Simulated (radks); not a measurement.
Spin polarisation of the 4p5 shell in Br. Start: [Ar] 3d10 4s2 4p(up 2.5, down 2.5); electrons of 4p are moved from spin down to spin up, other shells keep equal spins. Method: scalar-relativistic Kohn-Sham, r2SCAN, spin-polarised, spherical densities, finite nucleus; meta-GGA in the generalised Kohn-Sham scheme; Fermi nuclear charge, rms radius of each element as measured or else 0.836 A^(1/3) + 0.57 fm; computed with a radial shooting solver on a logarithmic mesh with Libxc functionals.

| moment (Bohr magnetons) | E - E(0) (eV) | e(4p up) (eV) | e(4p down) (eV) | 4s down minus up (eV) |
|---|---|---|---|---|
| 0 | 0.000 | -8.179 | -8.179 | 0.000 |
| 0.25 | -0.015 | -8.294 | -8.059 | 0.257 |
| 0.5 | -0.059 | -8.403 | -7.935 | 0.514 |
| 0.75 | -0.132 | -8.509 | -7.804 | 0.772 |
| 1 | -0.235 | -8.610 | -7.667 | 1.032 |

At moment 1 the spin-polarisation energy is -0.235 eV and the 4p exchange splitting 0.943 eV, that is 0.943 eV per Bohr magneton; E = -I m^2/4 would give I = 0.939 eV.
